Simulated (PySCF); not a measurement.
# Successive ionisation energies of thallium

Calculated with PySCF 2.14, two-component X2C-1e (Gaussian nucleus, no Breit or QED terms), each ion in its own even-tempered basis; GMP2 freezes the deep shells of the larger ions and drops the highest virtual spinors; eV.

| ion | configuration | GHF (spin-free) | GHF (screened spin-orbit) | GMP2 (screened spin-orbit) | NIST | kind |
| --- | --- | --- | --- | --- | --- | --- |
| Tl(71+) | [Ne] | 19684.8 | 19091.8 | 19093.4 | 19070 ± 60 | theoretical |
| Tl(72+) | [He] 2s2 2p5 | 20050.0 | 19458.6 | 19460.3 | 19440 ± 70 | theoretical |
| Tl(73+) | [He] 2s2 2p4 | 20418.1 | 19859.5 | 19859.9 | 19840 ± 90 | theoretical |
| Tl(74+) | [He] 2s2 2p3 | 20907.5 | 20233.2 | 20233.6 | 20210 ± 90 | theoretical |
| Tl(75+) | [He] 2s2 2p2 | 21282.8 | 22825.7 | 22827.9 | 22780 ± 100 | theoretical |
| Tl(76+) | [He] 2s2 2p1 | 21661.4 | 23283.9 | 23281.1 | 23250 ± 110 | theoretical |
| Tl(77+) | [He] 2s2 | 23889.6 | 23889.6 | 23896.2 | 23850 ± 120 | theoretical |
| Tl(78+) | [He] 2s1 | 24270.4 | 24270.4 | 24270.7 | 24234.1 ± 0.4 | theoretical |
| Tl(79+) | 1s2 | 97047.6 | 97047.6 | 97049.8 | 96783.2 ± 0.3 | theoretical |
| Tl(80+) | 1s1 | 98761.6 | 98761.6 | 98761.6 | 98592.12 ± 0.25 | theoretical |

Q: Where is the largest relative jump?

A: From Tl(78+) to Tl(79+): 24270.7 to 97049.8 eV, where the electron removed from 1s2 comes from a deeper shell or subshell.
